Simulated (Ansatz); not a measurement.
`F[SiH2][NH][AlH2]` + `[SiH3]S` → `[AlH2][S][SiH3]` + `N[SiH2]F` at 298.15 K and 1 bar (ligand exchange at the Al–N bond).

Gas-phase electronic energies from Ansatz, PBE0-D4/def2-TZVP geometries. CCSD(T)/CBS adds triple-zeta CCSD(T) − MP2 to the extrapolated MP2 energy (def2 sets, frozen cores). One conformer a species, not always the lowest.

```csv
species,CCSD(T)/CBS energy (Eh),H − E (kJ/mol),S (J/(mol·K))
`F[SiH2][NH][AlH2]`,-688.71689,151.7,334.1
`[SiH3]S`,-689.27336,102.7,272.7
`[AlH2][S][SiH3]`,-931.92152,126.0,331.0
`N[SiH2]F`,-446.07709,135.8,281.7
```

H − E and S are ideal-gas, rigid-rotor, harmonic terms from PBE0-D4/def2-TZVP, for one conformer and one mirror image of each species. 1 Eh = 2625.50 kJ/mol, R = 8.31446 J/(mol·K).

**Question.** By hand: ΔE, ΔH, ΔS and ΔG.

**Answer.** ΔE = (-931.92152) + (-446.07709) − (-688.71689) − (-689.27336) = -0.00836 Eh = -21.9 kJ/mol. Δ(H − E) = 126.0 + 135.8 − 151.7 − 102.7 = 7.4, so ΔH = -14.5 kJ/mol. ΔS = 331.0 + 281.7 − 334.1 − 272.7 = 5.9 J/(mol·K). ΔG = -14.5 − 298.15 × (5.9)/1000 = -16.3 kJ/mol.

**Question.** By hand: the equilibrium constant, and the temperature at which ΔG would vanish if ΔH and ΔS stayed fixed.

**Answer.** log₁₀ K = −ΔG/(RT ln 10) = 2.9. ΔH and −TΔS have one sign here, so there is no such temperature.

The number of gas molecules stays the same, so ΔS is small and ΔH decides. A doubt of 5 kJ/mol in ΔE shifts log₁₀ K by 0.9 here. Other conformers and mirror images would add mixing entropy, several J/(mol·K) or more a flexible species. These are equilibria of isolated gas molecules and say nothing of rates. Largest T1 diagnostic: 0.012 (customary marks: 0.02 for closed shells, 0.045 for open ones).

ΔS is within the doubt of such terms, so its sign, and with it that verdict, could turn.
